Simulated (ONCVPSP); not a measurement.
# As: variants of one ONCV potential

Base potential:

As (Z = 33), optimised norm-conserving Vanderbilt (ONCV), made with ONCVPSP 4.0.1 (PW91, fully relativistic). Core [Ar] 3d10, reference 4s2 4p3. Waves: 4s: rc 1.80 bohr, ncon 5, nbas 9, qcut 3.4 1/bohr, 3 projectors, debl 0.8 Ha; 4p: rc 2.00 bohr, ncon 4, nbas 8, qcut 3.5 1/bohr, 3 projectors, debl 2.9 Ha; d scattering state at 0.09 Ha: rc 2.00 bohr, ncon 5, nbas 10, qcut 5.6 1/bohr, 2 projectors, debl 0.8 Ha. Local part: polynomial inside 1.15 bohr (lpopt 5, dvloc0 0 Ha). Core correction: none.

Open shells are filled in proportion to 2j + 1.

Cutoffs, loose and tight: the cutoffs (Ha) at which the residual kinetic energy of the hardest occupied pseudo-wave falls to 1 and 0.1 mHa per electron. They do not see the model core or the augmentation charge, which bear on the density cutoff. Test errors are all-electron minus pseudo excitation energies from the reference, over the configurations 4s2 4p2; 4s2 4p1; 4s2 4p0; 4s1 4p3. A dash means not determined; rows that change the core or the reference have their own tests.

2 further variants are left out, since the program set their typed debl aside.

A true bound ghost makes a file unfit for plane-wave use even where its test errors are small: the radial tests pick states by their node count and pass the ghost by.

```csv
change,outcome,"cutoff, loose","cutoff, tight",bound ghosts,GHOST(+) flags above zero,largest test error (meV)
base,generated,46 Ha,66 Ha,"s, d5/2, d3/2","s, p3/2, p1/2",-30
s: debl 0.6,generated,46 Ha,66 Ha,"s, d5/2, d3/2","s, p3/2, p1/2",-30
s: debl 1.4,generated,46 Ha,66 Ha,"d5/2, d3/2","s, p3/2, p1/2",-30
s: debl 2.7,generated,46 Ha,66 Ha,"d5/2, d3/2","s, p3/2, p1/2",-30
s: debl 5.15,generated,46 Ha,66 Ha,"d5/2, d3/2","s, p3/2, p1/2",-29
```

Reading the sweep of the debl of the s channel (base included, trends over the rows without a ghost): Bound ghosts are found at 0.6, 0.8, 1.4, 2.7, 5.15 Ha. Every judged row has one, so this setting neither creates nor removes them.
